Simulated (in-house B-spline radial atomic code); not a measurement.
Configurations of Co IV (Co3+), with energies counted from [Ar] 3d6. All numbers are computed (scalar-relativistic (X2C) B3LYP, spin-polarised, spherical fractional occupations; Fermi nucleus of rms radius 3.7875 fm) with a B-spline radial code for spherical atoms, not measured. Shells without spins written out take the highest spin.

Caution: exact exchange at fractional occupations of open shells leaves self-interaction of up to several eV.

Occupations are held fixed; configurations that lie above the ionisation limit could autoionise.

| configuration | E - E(ref) (eV) | highest orbital | its <r> (bohr) |
| --- | --- | --- | --- |
| [Ar] 3d(3 up, 3 down) | 8.6655 | 3d up | 0.9454 |
| [Ar] 3d5 4s1 | 9.0835 | 4s up | 2.097 |
| [Ar] 3d5 4p1 | 17.892 | 4p up | 2.395 |
| [Ar] 3d(1 up, 4 down) 4p(1 up, 0 down) | 27.694 | 4p up | 2.442 |
| [Ne] 3s2 3p5 3d6 4f1 | 99.729 | 4f up | 4.324 |
| [Ne] 3s2 3p(3 up, 2 down) 3d(2 up, 4 down) 4d(0 up, 1 down) | 104.47 | 4d down | 3.181 |
| [Ne] 3s2 3p(3 up, 2 down) 3d(1 up, 5 down) 4f(1 up, 0 down) | 106.42 | 4f up | 4.351 |

(1) Order these further configurations by energy, lowest first.
A. [Ne] 3s2 3p5 3d6 4s1
B. [Ne] 3s2 3p5 3d7
C. [Ar] 3d5 4d1
D. [Ar] 3d5 4f1
E. [Ar] 3d(4 up, 1 down) 4f(1 up, 0 down)

(2) How far above the reference does [Ne] 3s2 3p5 3d6 4d1 lie?

(3) How far above the reference does [Ne] 3s2 3p5 3d6 4p1 lie?

## Answers

(1) C (29.07 eV), D (36.418 eV), E (45.672 eV), B (61.758 eV), A (72.22 eV).

(2) 92.3 eV; its least bound orbital is 4d up with <r> = 3.165 bohr.

(3) 81.063 eV; its least bound orbital is 4p up with <r> = 2.386 bohr.
